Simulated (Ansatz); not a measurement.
Basis-set series for C2H9GeNSi, SMILES `C=C[N]([SiH3])[GeH3]`. The species carries charge 0 and has multiplicity 1. All single points use the PBE0-D4/def2-TZVP geometry. It is one conformer, not always the lowest.

```csv
functional,basis,functions,energy (Eh),HOMO (eV),LUMO (eV)
PBE0-D4,def2-SVP,137,-2501.86835,-6.18,0.36
PBE0-D4,def2-TZVPP,309,-2502.38354,-6.26,0.09
ωB97M-V,def2-SVP,137,-2502.18970,-8.34,2.25
ωB97M-V,def2-TZVPP,309,-2502.71297,-8.45,1.83
```

**Question.** Give the rows for def2-QZVPP. (An estimate is asked.)

**Answer.** Ansatz gave: 
```tsv
functional	basis	functions	energy (Eh)	HOMO (eV)	LUMO (eV)
PBE0-D4	def2-QZVPP	600	-2502.44660	-6.28	-0.10
ωB97M-V	def2-QZVPP	600	-2502.77372	-8.46	1.41
```

Positive LUMOs are unbound and depend on the basis. Scalar relativity is left out up to krypton.
